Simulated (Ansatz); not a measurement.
C2H5AlO can be A, `C=[CH][AlH][OH]`, or B, `C[CH]1[O][AlH]1`.

Program: Ansatz. Geometries: PBE0-D4/def2-TZVP. ΔE: electronic, gas phase. CCSD(T)/CBS adds triple-zeta CCSD(T) − MP2 to the extrapolated MP2 energy (def2 sets, frozen cores). Functionals use def2-TZVPP. B3LYP here is the variant with VWN-RPA as its local correlation; programs differ in this. Each species was taken in one conformer, which may not be the lowest.

Task: Which isomer does CCSD(T)/CBS put lower? Give the gap. (An estimate is asked.)

Result: Computed: A, by 41.4 kcal/mol.

Task: Give E(B) − E(A) in kcal/mol with CCSD(T)/def2-SVP, B3LYP, PBE0-D4, PBE-D4, ωB97M-V, B2PLYP, r2SCAN-D4. (Best estimate.)

Result: Ansatz gave: CCSD(T)/def2-SVP 39.5, B3LYP 41.3, PBE0-D4 36.9, PBE-D4 34.5, ωB97M-V 40.0, B2PLYP 41.2, r2SCAN-D4 37.6. None reverses the order clearly.

Task: Does the order hold for the free energy at 298.15 K (harmonic terms from PBE0-D4)? (An estimate is asked.)

Result: The calculation gave: Yes: G(B) − G(A) = +43.5 kcal/mol, for one conformer each.

Largest T1 diagnostic: 0.016.

From r2SCAN to r2SCAN0 (25 % exact exchange), in def2-TZVPP and without D4, E(B) − E(A) moves by +1.5 kcal/mol. In def2-TZVPP, CCSD(T) changes the Hartree–Fock value by −8.8 kcal/mol (the triples alone add −1.2 kcal/mol) and MP2 by −9.7 kcal/mol.
